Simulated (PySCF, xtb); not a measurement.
CH2NO, SMILES [NH]C=O (connectivity only; charge and spin as stated), charge -1, multiplicity 1.

Geometry: B3LYP-D3(BJ)/def2-SVPD. The spin state was assumed, not searched. The isomer is the one that the SMILES or the coordinates give; other isomers of the formula were not compared. One conformer was computed; it need not be the lowest.

Computed with C-PCM-B3LYP/def2-SVPD run with PySCF.

The values are the electrostatic part of the solvation free energy, E(continuum) − E(gas) at the gas-phase geometry, in a cavity of scaled van der Waals radii (PySCF's table); cavitation and dispersion terms are not included. In vacuum the orbital gap is 6.03 eV.

Computed values in water (ε = 78.36), acetonitrile (ε = 35.69), acetone (ε = 20.49):
```tsv
solvent	ε	ΔG(elec) (kcal/mol)	gap (eV)
water	78.36	-67.3	7.11
acetonitrile	35.69	-66.2	7.09
acetone	20.49	-64.8	7.07
```

For comparison, GFN2-xTB/ALPB(water) (xtb, at the GFN2-xTB geometry, all terms of that model) gives -70.7 kcal/mol.
